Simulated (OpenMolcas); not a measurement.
Au+: thermal populations, worked from levels

* Program: OpenMolcas 26.06
* Basis: ANO-RCC-VQZP [9s8p6d4f2g1h]
* Scalar Hamiltonian: DKH2, point nucleus
* Active space: 10 electrons in 6 orbitals (5d 6s)
* State averaging: 2S+1 = 1 even, 6 roots; 2S+1 = 3 even, 5 roots kept (CI in the orbitals of an earlier block)
* Spin-orbit coupling: state interaction with AMFI integrals over the reference wave functions, term energies averaged over their components

Methods: CASSCF; SS-CASPT2, IPEA 0.25 Eh, imaginary shift 0.1 Eh (closed shells correlated: 5s 5p). Measured levels: NIST Handbook of Basic Atomic Spectroscopic Data.

**Thermal populations.** Z = Σ (2J + 1) exp(-E/kT) with k = 0.695035 cm-1/K, over the levels below. No other level of either list lies under 39300 cm-1, which is above 7 kT at each temperature.

| Level | 2J + 1 | SS-CASPT2 | measured |
| --- | --- | --- | --- |
| 5d¹⁰ ¹S₀ | 1 | 0.0 | 0.0 |
| 5d⁹ 6s ³D₃ | 7 | 13300 | 15040 |
| 5d⁹ 6s ³D₂ [57 %] | 5 | 15580 | 17641 |
| 5d⁹ 6s ³D₁ | 3 | 25830 | 27766 |
| 5d⁹ 6s ¹D₂ [57 %] | 5 | 27780 | 29621 |

| T (K) | Z, SS-CASPT2 | Z, measured levels | Ground level (%), SS-CASPT2 | Ground level (%), measured levels |
| --- | --- | --- | --- | --- |
| 8000 | 2.006 | 1.722 | 49.8 | 58.1 |

At 8000 K, kT = 5560 cm-1, and the computed levels give Z = 1.000 + 0.640 + 0.303 + 0.029 + 0.034 = 2.006.

CASPT2 does not keep the components of a term degenerate, so their means are used; among the terms shown or strongly mixed into the levels shown the widest spread is 52 cm-1 (5d⁹ 6s ¹D, SS-CASPT2). Terms from blocks run as CI alone lack orbitals of their own. A single d shell beside an s shell can misplace configurations of different d count against each other. Without dynamic correlation excited terms often stand tens of per cent too high (terms of higher spin than the ground term too low), and those without a measured partner can miss by more than the paired ones (holds for CASSCF). Computed and measured levels are paired by configuration, term and J; levels that our copy of the source lacks, or whose pairing is in doubt (as where it misses far off the trend of its configuration), stay unpaired and out of the deviations. Where the source uses jj or jK labels, the order within each J decides. Only configurations of the active space appear.

A share in square brackets marks a mixed level and gives the weight of the term that names it, the lowest over the columns.
